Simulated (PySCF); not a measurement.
## `O=C([C@@H]1OC[C@H]1F)C(F)(F)F`: 4 charge schemes on one density

Compound: C₅H₄F₄O₂.
Z-matrix (Å and degrees, PBE0-D3(BJ)/def2-SVP geometry), rows numbered from 1:
```
O 
C   1  1.1976
C   2  1.5098  1  123.04
O   3  1.4155  2  114.96  1  -158.93
C   4  1.4298  3   92.54  2  -124.55
C   5  1.5276  4   91.61  3     4.84
F   6  1.3553  3  114.63  2  -121.00
C   2  1.5469  1  120.20  3   176.94
F   8  1.3413  2  109.46  1  -128.90
F   8  1.3200  2  110.59  1    -9.74
F   8  1.3252  2  111.03  1   111.19
H   3  1.1045  2  108.14  1   -30.11
H   5  1.1030  4  112.62  3  -110.41
H   5  1.1012  4  112.23  3   124.58
H   6  1.1006  3  115.75  2     7.20
```

Density: PBE0/pcSseg-1 (PySCF); schemes: Mulliken, IAO, Hirshfeld and ESP-fitted. Isolated species at its PBE0-D3(BJ)/def2-SVP geometry (one conformer only).

**Question.** Give the atomic charges in each scheme.

**Answer.** In e:

```tsv
atom	environment	Mulliken	IAO	Hirshfeld	ESP-fitted
O1	ketone oxygen	-0.296	-0.341	-0.193	-0.395
C2	ketone carbonyl carbon	+0.132	+0.327	+0.139	+0.319
C3	sp3 carbon bound to oxygen	+0.079	+0.017	+0.024	+0.160
O4	cyclic ether oxygen	-0.484	-0.408	-0.161	-0.425
C5	sp3 carbon bound to oxygen	+0.098	-0.065	+0.001	+0.113
C6	sp3 C–F carbon	+0.123	+0.168	+0.063	+0.058
F7	alkyl fluorine	-0.299	-0.297	-0.099	-0.211
C8	CF3 carbon	+0.851	+0.770	+0.249	+0.658
F9	fluorine of a CF3 group	-0.274	-0.285	-0.077	-0.227
F10	fluorine of a CF3 group	-0.242	-0.254	-0.078	-0.210
F11	fluorine of a CF3 group	-0.247	-0.258	-0.080	-0.203
H12	methine hydrogen	+0.164	+0.172	+0.058	+0.107
H13	methylene hydrogen	+0.137	+0.153	+0.053	+0.090
H14	methylene hydrogen	+0.139	+0.153	+0.051	+0.065
H15	methine hydrogen	+0.120	+0.149	+0.047	+0.101
```

Mean size of the charges over all atoms: IAO 0.254 e, Mulliken 0.246 e, ESP-fitted 0.223 e, Hirshfeld 0.091 e. Each set sums to the total charge, 0, to within 0.001 e. The Hirshfeld scheme weights the molecular density at each point by an atom's share of the summed free-atom densities.

Lowest charge. The schemes don't all agree: Mulliken O4 (-0.484); IAO O4 (-0.408); Hirshfeld O1 (-0.193); ESP-fitted O4 (-0.425).

Highest charge. All schemes agree: Mulliken C8 (+0.851); IAO C8 (+0.770); Hirshfeld C8 (+0.249); ESP-fitted C8 (+0.658).

**Question.** How closely do the schemes follow one another over all atoms?

**Answer.** Correlation coefficient and root-mean-square difference: Hirshfeld with ESP-fitted 0.98, 0.167 e; IAO with Hirshfeld 0.98, 0.199 e; Mulliken with IAO 0.97, 0.076 e; IAO with ESP-fitted 0.96, 0.087 e; Mulliken with ESP-fitted 0.96, 0.090 e; Mulliken with Hirshfeld 0.94, 0.210 e.

**Question.** How many electrons does the IAO scheme count on F11?

**Answer.** Z − q = 9 − (-0.258) = 9.258.

These values come from a run that also computed NMR shieldings. The run took 37 s on an Arm Neoverse V1 with one thread, shared host with 32 logical CPUs at a one-minute load of 32, and the process peaked at 1.1 GiB of memory.
